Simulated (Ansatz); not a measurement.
System: CCrO, net charge 0, septet state. The spin state was set by rule; other spins were not relaxed. 
Structure (B3LYP-D3(BJ)/def2-TZVP (Ansatz, a quantum-chemistry and plane-wave program) minimum search):
```
C
O 1 1.1416
Cr 1 2.2463 2 137.25
```
Charge 0, spin multiplicity 7.

Total electronic energies in hartree. Valence correlation only, unless marked. Open shells are spin-unrestricted. Spin-orbit coupling is left out. The frozen core is the preceding noble-gas configuration, with the filled d and f shells of earlier blocks. No relativistic terms. CBS marks a two-point X^-3 extrapolation of the correlation energy; Hartree-Fock from the larger set. The bracket is a focal-point correction in the basis named.

```json
[
 {"level": "RI-HF/def2-TZVPP", "program": "Ansatz", "energy (Eh)": "-1156.09823"},
 {"level": "PBE/def2-TZVPD", "program": "Ansatz", "energy (Eh)": "-1157.45303"},
 {"level": "PBE-D4/def2-TZVPD", "program": "Ansatz + dftd4", "energy (Eh)": "-1157.45555"},
 {"level": "BLYP-D3(BJ)/def2-TZVPD", "program": "Ansatz + dftd3", "energy (Eh)": "-1157.83503"},
 {"level": "BLYP/def2-TZVPD", "program": "Ansatz", "energy (Eh)": "-1157.83022"},
 {"level": "r2SCAN/def2-TZVPD", "program": "Ansatz", "energy (Eh)": "-1157.73027"},
 {"level": "PBE0-D4/def2-TZVPD", "program": "Ansatz + dftd4", "energy (Eh)": "-1157.46889"},
 {"level": "r2SCAN0-D4/def2-TZVPD", "program": "Ansatz + dftd4", "energy (Eh)": "-1157.68104"},
 {"level": "B2GP-PLYP-D3(BJ)/def2-TZVPD", "program": "Ansatz + dftd3", "energy (Eh)": "-1157.32302"},
 {"level": "B2PLYP-D4/def2-TZVPD", "program": "Ansatz + dftd4", "energy (Eh)": "-1157.44571"},
 {"level": "MP2/6-31G*", "program": "Ansatz", "energy (Eh)": "-1156.28653"},
 {"level": "CCSD/def2-SVPD", "program": "Ansatz", "energy (Eh)": "-1156.20993"},
 {"level": "CCSD(T)/def2-SVPD", "program": "Ansatz", "energy (Eh)": "-1156.22665"},
 {"level": "RI-MP2/CBS(def2-TZVPP,def2-QZVPP)+[CCSD(T)-MP2]/def2-QZVPP", "program": "Ansatz", "energy (Eh)": "-1156.6771"},
 {"level": "CCSD(T)/CBS(def2-TZVPP,def2-QZVPP)", "program": "Ansatz", "energy (Eh)": "-1156.6761"}
]
```

Totals of different functionals don't rank their quality; only differences between species are comparable.
